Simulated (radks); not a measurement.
Question: The promethium ion Pm10+ is in [Kr] 4d10 4f(5/2: 1, 7/2: 0) 5s2 5p(1/2: 2, 3/2: 0). Method: Dirac Kohn-Sham, relativistic LDA (MacDonald-Vosko exchange, VWN5 correlation), spin-unpolarised, spherical densities, finite nucleus; Fermi nuclear charge, rms radius of each element as measured or else 0.836 A^(1/3) + 0.57 fm; computed with a radial shooting solver on a logarithmic mesh with Libxc functionals. Sub-shells are occupied by j as written (lower j first in brackets). One electron is removed from 4d5/2, 4f5/2, 5s1/2, 5p1/2 in turn, with full relaxation. Which removal costs least, and what does each cost?

Answer: 5p1/2 172.67 eV; 4f5/2 184.45 eV; 5s1/2 194.85 eV; 4d5/2 309.72 eV. The 5p1/2 electron leaves first.
